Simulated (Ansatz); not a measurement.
Reaction (formal exchange of groups at the Si–B bond): `C=NB(F)[SiH3]` + `[SiH3]B[SiH3]` → `[SiH3]B([SiH3])[SiH3]` + `C=NBF`

Gas-phase electronic energies from Ansatz, PBE0-D4/def2-TZVP geometries. CCSD(T)/CBS is the MP2 limit (def2-TZVPP, def2-QZVPP) plus CCSD(T) − MP2 in def2-TZVPP, frozen cores. DFT in def2-TZVPP. B3LYP here is the variant with VWN-RPA as its local correlation; programs differ in this. Each species was taken in one conformer, which may not be the lowest.

`C=NB(F)[SiH3]`:

Cartesian coordinates in Å:
```
C -1.466 -1.645 0.258
N -0.609 -0.807 0.578
B 0.338 0.145 0.830
F 0.801 0.317 2.079
Si 1.028 1.288 -0.697
H -2.535 -1.408 0.275
H -1.190 -2.659 -0.051
H 2.502 1.131 -0.849
H 0.750 2.729 -0.442
H 0.381 0.907 -1.983
```

`[SiH3]B[SiH3]`:

Cartesian coordinates in Å:
```
Si -0.053 -1.419 -1.085
B -0.465 0.431 -0.428
Si 0.154 1.192 1.321
H 1.185 -1.267 -1.910
H -1.118 -1.979 -1.963
H 0.237 -2.399 -0.005
H -1.024 1.174 -1.185
H 1.425 1.913 1.002
H 0.458 0.171 2.359
H -0.798 2.184 1.894
```

`[SiH3]B([SiH3])[SiH3]`:

```xyz
13

Si    0.249    0.049    1.996
B     0.038   -0.047    0.011
Si    1.530    0.417   -1.237
Si   -1.749   -0.516   -0.752
H    -0.698   -0.831    2.735
H     1.628   -0.209    2.494
H    -0.103    1.467    2.318
H     1.402   -0.219   -2.578
H     1.388    1.895   -1.420
H     2.896    0.147   -0.710
H    -2.013    0.057   -2.101
H    -1.666   -2.004   -0.893
H    -2.902   -0.204    0.137
```

`C=NBF`:

Cartesian coordinates in Å:
```
C 0.590 -0.378 -1.108
N 0.024 -0.013 -0.070
B -0.561 0.365 1.110
F -1.762 0.956 1.108
H 0.440 -1.381 -1.525
H 1.266 0.285 -1.661
H 0.003 0.167 2.145
```

```
             level  ΔE (kcal/mol)  difference from CCSD(T)/CBS
            PBE-D4           -4.1                          0.1
         r2SCAN-D4           -4.1                          0.1
           PBE0-D4           -4.4                         -0.2
          B3LYP-D4           -3.9                          0.3
           ωB97X-V           -3.6                          0.6
           ωB97M-V           -4.0                          0.2
            B2PLYP           -3.2                          1.0
               PBE           -3.3                          0.9
            r2SCAN           -3.9                          0.3
              PBE0           -3.6                          0.6
             B3LYP           -2.6                          1.6
     HF/def2-TZVPP           -2.9                          1.3
    MP2/def2-TZVPP           -4.2                          0.0
SCS-MP2/def2-TZVPP           -3.7                          0.5
   CCSD/def2-TZVPP           -3.8                          0.4
CCSD(T)/def2-TZVPP           -3.9                          0.3
     HF/def2-QZVPP           -2.9                          1.3
    MP2/def2-QZVPP           -4.4                         -0.2
SCS-MP2/def2-QZVPP           -3.8                          0.4
      HF/CBS(def2)           -2.9                          1.3
     MP2/CBS(def2)           -4.5                         -0.3
    CCSD/CBS(def2)           -4.0                          0.2
       CCSD(T)/CBS           -4.2                            0
```

Largest T1 diagnostic among the species: 0.015.

The D4 term adds −1.3 kcal/mol with B3LYP and −0.7 kcal/mol with PBE0; it sums over pairs of atoms, weighted by their polarisabilities, and B3LYP, whose exchange is more repulsive, gets the larger term. In def2-TZVPP, CCSD(T) changes the Hartree–Fock value by −1.0 kcal/mol (the triples alone add −0.1 kcal/mol) and MP2 by −1.4 kcal/mol.
